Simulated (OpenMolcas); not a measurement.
Ce3+: ligand-field states by method

Ce3+ with 6 ligands (bromide) in trigonal prismatic coordination (D3h) at 2.92 Å, a polar angle of 56.0° against the regular 49.1°. A charge of +0.5 e stands 2.4 Å behind each ligand. Ligand basis ANO-RCC-VDZP.

```yaml
Program: OpenMolcas
Basis: ANO-RCC-VDZP [7s6p4d2f1g]
Scalar_Hamiltonian: DKH2, point nucleus
Active_space: 1 electron in 7 orbitals (4f)
State_averaging: 2S+1 = 2 odd, 7 roots
Spin-orbit_coupling: state interaction with AMFI integrals over the reference wave functions
```

I. CASSCF
II. SS-CASPT2, IPEA 0.25 Eh, imaginary shift 0.1 Eh (closed shells correlated: 5s 5p and the ligand valence shells)

Spin-free states (labels of D3, the rotations of D3h) in cm-1, each column counted from its own energy of the first state listed:

```csv
State,Degeneracy,I,II
2A1,1,0,0
2A2,1,4,50
2E,2,160,50
2A2,1,279,370
2E,2,406,460
```

With spin-orbit coupling the lowest J multiplet is 280 (I), 254 (II) cm-1 wide, a factor of 0.91 from I to II.

χT at 300 K: I 0.77, II 0.77 cm3 K/mol.

Roots that are degenerate in the reference are averaged as groups; the widest CASPT2 spread within a group is 90 cm-1 (the 2-fold group of multiplicity 2 near 463 cm-1 above the lowest state of its run, II). Shifts and gaps below about the spread of the groups concerned are not significant. Over all roots computed the reference weight is 0.69 in II; a low but even weight reflects the number of correlated electrons. Splittings of an f shell from a small cluster at a set distance can be off by tens of per cent, mostly too small (holds for II). No measured value stands beside these numbers; the geometry is a model, was not optimised and need not be the one that this ion takes.
